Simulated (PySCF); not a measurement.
# Dipole moment and polarisability of `NC(=O)[Si@H]1CC[SiH2]O1`

Species: C₃H₉NO₂Si₂.
Structure used (GFN2-xTB), in Å, numbered top down from 1:
```xyz
17
C3H9NO2Si2 angstrom
N      2.7277    0.5587    0.6531
C      2.0814   -0.5746    1.0012
O      2.5047   -1.3226    1.8619
Si     0.4508   -0.9284    0.0703
C     -1.1642   -0.4114    0.9424
C     -2.1079    0.1010   -0.1578
Si    -1.0372    0.8735   -1.5336
O      0.3890    0.1360   -1.1843
H      2.4017    1.1036   -0.1252
H      3.6201    0.7780    1.0703
H      0.4254   -2.2864   -0.4678
H     -0.9582    0.4001    1.6447
H     -1.6350   -1.2067    1.5188
H     -2.6562   -0.7451   -0.5769
H     -2.8568    0.7745    0.2584
H     -0.7845    2.3051   -1.3938
H     -1.4079    0.4567   -2.8788
```

Level: CAM-B3LYP/def2-SVPD (PySCF), static field, nuclei fixed, core orbitals frozen in the response. The polarisability tensor in these axes (au):

```
x   101.76  -0.53   8.65
y    -0.53  91.11  -9.86
z     8.65  -9.86  91.67
```

**Question.** Diagonalise the tensor; give its mean and Δα, where Δα² is half the sum of the squared differences of the eigenvalues.

**Answer.** Principal values 79.92, 95.90 and 108.71 au; mean 94.84 au = 14.05 Å³ = 15.64 × 10⁻⁴⁰ C²·m²/J; Δα = 24.99 au (26 % of the mean).

**Question.** What is the dipole moment, and where does it point?

**Answer.** (-2.03, 2.65, -1.65) D, 3.72 D in size, pointing from the negative to the positive side. Measured along this direction, the outermost atoms are O3 at the negative end and H16 at the positive end.

**Question.** What would n − 1 = 2πNα be for an ideal gas of these molecules at 273.15 K and 1 atm, electronic part alone?

**Answer.** N = p/kT = 2.6868 × 10¹⁹ cm⁻³, so n − 1 = 2π × N × 14.05 × 10⁻²⁴ cm³ = 2373 × 10⁻⁶ at long wavelengths.

**Question.** Directions of the eigenvectors, and the extent of the frame along each?

**Answer.** Largest value along (0.74, -0.34, 0.58), where the nuclei span 6.24 Å; middle along (0.61, 0.70, -0.37), 4.77 Å; least along (-0.27, 0.63, 0.73), 3.60 Å. The response follows the extents in order.

**Question.** What depolarisation ratio follows for Rayleigh scattering of linearly polarised light, taking the static tensor?

**Answer.** ρ = 3Δα²/(45ᾱ² + 4Δα²) = 1873.4/(404791 + 2497.9) = 0.0046.

**Question.** Sum over states: ᾱ = Σ f/ω², ω in Eh. What share falls to these 8 lowest TDDFT singlets (eV, f)? 4.77, 0.0027; 6.47, 0.0146; 6.93, 0.0097; 7.15, 0.0968; 7.34, 0.0107; 7.37, 0.0120; 7.50, 0.0122; 7.57, 0.0894.

**Answer.** They add up to 3.53 au, 3.7 % of the 94.84 au; the largest single term is 1.40 au, from the state at 7.15 eV. Terms in order: 0.09, 0.26, 0.15, 1.40, 0.15, 0.16, 0.16, 1.15 au. Higher excitations give the rest. The strengths listed sum to 0.248.

**Question.** Orientational against electronic polarisability at 298 K (dilute gas, rigid molecules)?

**Answer.** In Gaussian units μ²/3kT = 112.25 Å³ against 14.05 Å³, a ratio of 7.99; the Debye molar polarisation (4π/3)N_A(α + μ²/3kT) is 318.6 cm³/mol, leaving out the vibrational part.

Geometry: GFN2-xTB, one conformer, isolated molecule.
